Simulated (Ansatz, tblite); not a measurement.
Forces on Sn(vinyl)2(NHiPr)2 (C₁₀H₂₂N₂Sn) at its r2SCAN-D4/def2-SVP geometry. Total charge 0; singlet.

In the def2 sets Sn takes a core potential; there is no spin–orbit coupling. The xTB rows come from tblite.

GFN1-xTB (tblite), largest force 1.33 eV/Å:

```xyz
35
positions Å, forces eV/Å
Sn    0.046   -0.315   -0.048   -0.006    0.242   -0.121
C    -0.671    1.415   -1.124   -0.616    0.661   -0.981
C    -1.399    1.295   -2.244    0.356   -0.067    0.601
H    -0.401    2.419   -0.767   -0.121   -0.544   -0.142
H    -1.697    0.316   -2.643    0.153    0.507    0.177
H    -1.743    2.168   -2.815    0.123   -0.376    0.216
C    -0.402   -2.082   -1.171   -0.333   -1.066    0.066
C    -0.939   -3.138   -0.545    0.291    0.576   -0.214
H    -0.189   -2.138   -2.247   -0.091    0.100    0.560
H    -1.154   -3.110    0.531    0.074   -0.101   -0.574
H    -1.180   -4.069   -1.075    0.055    0.360    0.272
N    -0.749   -0.646    1.820   -0.001    0.188    0.530
C    -1.999   -0.046    2.279   -0.035   -0.334    0.267
C    -3.118   -0.358    1.290   -0.191    0.050   -0.481
C    -1.901    1.461    2.544    0.254    0.484   -0.123
H    -0.023   -0.581    2.534   -0.487    0.048   -0.324
H    -2.260   -0.538    3.239    0.136    0.061   -0.157
H    -2.919    0.117    0.313    0.005   -0.192    0.356
H    -4.086    0.026    1.649    0.321   -0.137   -0.023
H    -3.207   -1.443    1.130    0.076    0.339    0.089
H    -1.693    2.001    1.604   -0.053   -0.216    0.329
H    -2.835    1.866    2.970    0.296   -0.289   -0.167
H    -1.084    1.682    3.250   -0.256   -0.146   -0.254
N     2.041   -0.228    0.466    0.498    0.375    0.160
C     3.088    0.064   -0.508    0.250   -0.284    0.154
C     3.228    1.556   -0.828   -0.227    0.517   -0.011
C     2.859   -0.745   -1.780   -0.319   -0.112   -0.427
H     2.169    0.340    1.306   -0.022   -0.297   -0.491
H     4.052   -0.276   -0.071   -0.234    0.073    0.028
H     2.310    1.933   -1.313    0.310   -0.153    0.181
H     4.078    1.752   -1.504   -0.304   -0.214    0.245
H     3.390    2.142    0.092   -0.077   -0.261   -0.272
H     1.950   -0.396   -2.305    0.317   -0.142    0.280
H     3.701   -0.631   -2.481   -0.189   -0.033    0.276
H     2.735   -1.814   -1.548    0.048    0.383   -0.025
```

GFN2-xTB (tblite), largest force 1.54 eV/Å:

```
Sn 0.224 0.053 0.447
C -0.736 0.607 -1.211
C 0.316 0.083 0.490
H -0.130 -0.442 -0.167
H 0.187 0.572 0.248
H 0.169 -0.422 0.316
C -0.472 -1.242 0.185
C 0.251 0.406 -0.299
H -0.079 0.073 0.564
H 0.131 -0.033 -0.688
H 0.111 0.482 0.268
N -0.213 0.116 0.140
C 0.049 -0.153 0.144
C -0.253 0.035 -0.342
C 0.071 0.423 -0.018
H -0.361 0.102 -0.138
H 0.158 0.090 -0.252
H -0.021 -0.236 0.482
H 0.442 -0.172 -0.052
H 0.110 0.498 0.099
H -0.098 -0.284 0.357
H 0.387 -0.296 -0.208
H -0.316 -0.160 -0.280
N 0.311 0.095 -0.184
C 0.082 -0.102 0.093
C -0.058 0.422 -0.086
C -0.127 -0.106 -0.403
H 0.115 -0.127 -0.324
H -0.334 0.079 -0.006
H 0.362 -0.221 0.187
H -0.390 -0.202 0.299
H -0.070 -0.296 -0.330
H 0.416 -0.135 0.320
H -0.281 -0.031 0.365
H 0.048 0.521 -0.019
```

PBE-D4/def2-TZVP (Ansatz), largest force 0.19 eV/Å:

```
Sn 0.029 0.047 0.032
C -0.082 0.104 -0.134
C 0.015 -0.010 0.051
H -0.015 -0.116 -0.011
H 0.031 0.107 0.033
H 0.030 -0.088 0.047
C -0.064 -0.166 -0.032
C 0.035 0.054 -0.024
H -0.007 0.033 0.117
H 0.011 -0.027 -0.115
H 0.016 0.079 0.056
N 0.076 -0.150 -0.045
C -0.102 0.059 0.110
C -0.068 -0.033 -0.089
C 0.017 0.133 0.018
H 0.028 0.023 0.008
H 0.030 0.015 -0.047
H -0.025 -0.020 0.052
H 0.058 -0.017 -0.011
H -0.003 0.062 0.007
H -0.017 -0.028 0.056
H 0.036 -0.025 -0.021
H -0.050 -0.018 -0.040
N -0.056 -0.147 0.108
C 0.143 0.038 -0.062
C 0.006 0.137 -0.025
C -0.036 -0.076 -0.085
H -0.022 0.057 0.012
H -0.059 0.010 -0.004
H 0.055 -0.023 0.025
H -0.036 -0.016 0.027
H -0.007 -0.039 -0.049
H 0.064 -0.022 0.015
H -0.043 0.001 0.045
H 0.012 0.062 -0.023
```
